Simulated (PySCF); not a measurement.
3-fluorobuta-1,2-diene (C4H5F), SMILES C=C=C(C)F. Heavy atoms are numbered as in [CH2:1]=[C:2]=[C:3]([CH3:4])[F:5]. Hydrogens are named by the atom that carries them.

The structure is a stationary point at PBE0-D3(BJ)/def2-SVP.

Computed with PySCF with B3LYP/pcSseg-1.

GIAO shieldings, no solvent; atoms alike by connectivity are averaged. δ = σ(ref) − σ: ¹³C against TMS (σ = 181.3 ppm); ¹⁹F against CFCl3 (σ = 161.7 ppm); ¹H against TMS (σ = 31.68 ppm), references at their B3LYP-D3(BJ)/def2-TZVP geometries, non-relativistic.

Computed chemical shifts:
```
nucleus     atoms  count  δ (ppm)
-------  --------  -----  -------
¹³C            C2      1    220.1
¹³C            C3      1    149.5
¹³C      C1 (CH2)      1     96.9
¹³C      C4 (CH3)      1     22.2
¹⁹F            F5      1   -157.9
¹H        H on C1      2     5.92
¹H        H on C4      3     2.34
```
